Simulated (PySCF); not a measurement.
**AlGe⁺: frontier orbitals**

TPSSh at R = 2.834 Å; Al def2-SVP, Ge def2-SVP; no relativity (PySCF 2.14). State: ³Π (triplet), unpaired electrons σ ↑, π ↑. Only the outer orbitals are listed, counted within each symmetry.

```
spin  orbital  occ.  ε (eV)  on Al (%)            main shells (%)
   α      10σ     1  -18.66          8                    90 Ge s
   α      11σ     1  -14.25         78           78 Al s, 14 Ge p
   α      12σ     1  -10.82         44  55 Ge p, 32 Al p, 12 Al s
   α       5π     1  -10.52         12           88 Ge p, 11 Al p
   α       5π     0   -9.46         18           82 Ge p, 17 Al p
   α       6π     0   -7.49         88           88 Al p, 12 Ge p
   α       6π     0   -7.34         82           82 Al p, 17 Ge p
   β      10σ     1  -17.17         13           85 Ge s, 10 Al s
   β      11σ     1  -13.37         80           80 Al s, 12 Ge s
   β       5π     0   -8.94         25           75 Ge p, 24 Al p
   β      12σ     0   -8.73         46  52 Ge p, 34 Al p, 11 Al s
   β       5π     0   -8.34         40           60 Ge p, 39 Al p
```

Task: Which are the highest filled and the lowest empty level, where do they sit, and how wide is the gap?

Result: Highest filled α 5π at -10.52 eV (in %: 88 Ge p, 11 Al p); lowest empty α 5π at -9.46 eV (in %: 82 Ge p, 17 Al p); the gap at TPSSh is 1.06 eV. Both belong to one degenerate shell, split only by its one-sided filling, so this is no excitation gap.

| Quantity | Value |
| --- | --- |
| bond order (Mayer) | 0.83 |
| ⟨S²⟩ | 2.011 |
| charge on Al (Mulliken, basis-dependent) | 0.65 |
| charge on Al (Löwdin, basis-dependent) | 0.61 |
| dipole moment (positive dipole points towards Ge; it is taken about the centre of mass and depends on that origin) | -4.40 D |

Spin–orbit coupling is left out. The state is the lowest determinant that a PBE0 search found; another state may lie lower at other levels.
